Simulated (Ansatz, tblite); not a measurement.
Cost and result up the ladder for TTF (C₆H₄S₄) (14 atoms). Total charge 0; singlet. Geometry: PBE0-D4/def2-SVP.

Cartesian coordinates in Å:
```
C -1.773 -2.380 -1.311
C -2.579 -1.321 -1.460
S -2.017 0.223 -0.873
C -0.465 -0.395 -0.290
C 0.461 0.393 0.298
S 0.223 2.127 0.550
C 1.774 2.381 1.307
C 2.580 1.321 1.457
S 2.013 -0.225 0.881
S -0.227 -2.129 -0.542
H -2.015 -3.393 -1.636
H -3.566 -1.355 -1.923
H 2.020 3.394 1.628
H 3.570 1.356 1.914
```

Ansatz on 4 threads of Arm Neoverse V2 on a shared host; xTB runs through tblite on one thread. Times are rough, summed over both states, and most runs start from the orbitals of an earlier one. PBE0-D4/def2-TZVP serves as the yardstick here, not as an exact answer. The other state is a triplet.

The xTB rows come from tblite.

xTB has no spin-polarisation term.

| level | functions | vertical triplet (eV) | difference from PBE0-D4/def2-TZVP (eV) |
| --- | --- | --- | --- |
| PBE0-D4/def2-TZVP (with forces) | 358 | 2.29 | 0.00 |
| PBE-D4/def2-TZVP | 358 | 1.85 | -0.44 |
| GFN1-xTB | 68 | 2.84 | 0.55 |
| GFN2-xTB | 64 | 2.46 | 0.17 |

(1) Estimate how long each takes.

## Answers

(1) GFN2-xTB 0.017 s; GFN1-xTB 0.021 s; PBE-D4/def2-TZVP 17 s; PBE0-D4/def2-TZVP (with forces) 58 s. On shared hardware such times vary by a factor of up to 3.
